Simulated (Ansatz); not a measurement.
Mulliken charges of `[F][Zn][SH]` from ωB97M-V/def2-TZVPP in Ansatz (PBE0-D4/def2-TZVP geometry).

| atom | x (Å) | y (Å) | z (Å) | charge (e) |
| --- | --- | --- | --- | --- |
| F1 | -0.398 | 0.262 | 2.367 | -0.490 |
| Zn2 | -0.313 | 0.147 | 0.625 | 0.635 |
| S3 | -0.240 | 0.018 | -1.511 | -0.271 |
| H4 | 1.007 | -0.487 | -1.501 | 0.125 |

By hand: the dipole of these point charges (1 e Å = 4.8032 D).

Σ q r = (0.187, -0.101, -0.541) e Å, of length 0.581 e Å = 2.79 D.

How does the dipole of the full density compare? (Best estimate.)

Computed: (0.149, -0.074, -0.298) e Å, 1.64 D; the point charges give 1.70 times that, at 8° from its direction.

Point charges leave out the atoms' own dipoles, such as those of lone pairs, and Mulliken's split depends on the basis, so the two needn't agree.
